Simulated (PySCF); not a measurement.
C₄H₇FO₂.
Atom-mapped SMILES: `[F:1][C@H:2]1[CH2:3][O:4][CH2:5][CH2:6][O:7]1` (hydrogens: H8 on C2; H9, H10 on C3; H11, H12 on C5; H13, H14 on C6)

Structure used (PBE0-D3(BJ)/def2-SVP), in Å, numbered top down from 1:
```xyz
14
C4H7FO2 angstrom
F      0.6944   -0.5309    2.0175
C      0.8074    0.4278    1.0362
C      1.3456   -0.2232   -0.2280
O      0.3975   -1.0486   -0.8421
C     -0.7988   -0.3536   -1.0890
C     -1.3601    0.1857    0.2069
O     -0.4095    1.0346    0.8324
H      1.4947    1.2076    1.4044
H      2.2186   -0.8429    0.0205
H      1.6718    0.5868   -0.9131
H     -1.4999   -1.0592   -1.5586
H     -0.6211    0.4845   -1.7945
H     -1.6165   -0.6492    0.8816
H     -2.2600    0.7930    0.0364
```

Method: PySCF 2.14.0, density-fitted response routines, TDDFT wB97X-D/def2-SVPD, vertical, gas phase, core orbitals frozen in the response.

Transition dipole moments from the ground state, in atomic units and in the frame of the coordinates above (overall signs are arbitrary), for the states with f of 0.002 or more among the lowest 7:

```tsv
state	E (hartree)	μx	μy	μz
S1	0.2762	-0.040	-0.216	0.176
S2	0.3035	-0.231	-0.011	-0.134
S3	0.3053	-0.462	-0.361	0.161
S4	0.3101	0.064	-0.168	0.168
S5	0.3172	-0.131	0.191	-0.310
S6	0.3296	0.035	0.215	-0.068
S7	0.3329	0.060	-0.099	-0.025
```

Work out the oscillator strengths.

f = (2/3) ΔE |μ|² with ΔE in hartree (27.2114 eV).

| state | \|μ\|² (au) | \|μ\| (D) | f |
| --- | --- | --- | --- |
| S1 | 0.079 | 0.72 | 0.015 |
| S2 | 0.071 | 0.68 | 0.014 |
| S3 | 0.370 | 1.55 | 0.075 |
| S4 | 0.061 | 0.63 | 0.013 |
| S5 | 0.149 | 0.98 | 0.032 |
| S6 | 0.052 | 0.58 | 0.011 |
| S7 | 0.014 | 0.30 | 0.003 |

What angle do the transition dipoles of S2 and S6 make?

|cos θ| = |μa·μb| / (|μa| |μb|) = 0.02, so θ ≈ 89° (taken between 0 and 90°, since the signs are arbitrary).

What peak molar absorption coefficient would the strongest computed level give as a lone Gaussian band 0.4 eV wide at half height?

ε(max) = 2.175×10⁸ f / FWHM, with the width in cm⁻¹. S3: 2.175×10⁸ × 0.0753 / 3226 ≈ 5100 L mol⁻¹ cm⁻¹.

All these states lie below the vertical ionisation energy of 9.76 eV (ΔSCF).

One conformer stands for the species.

Without π bonds the low states may be Rydberg-like; a valence basis with one diffuse set may place them up to an eV too high.
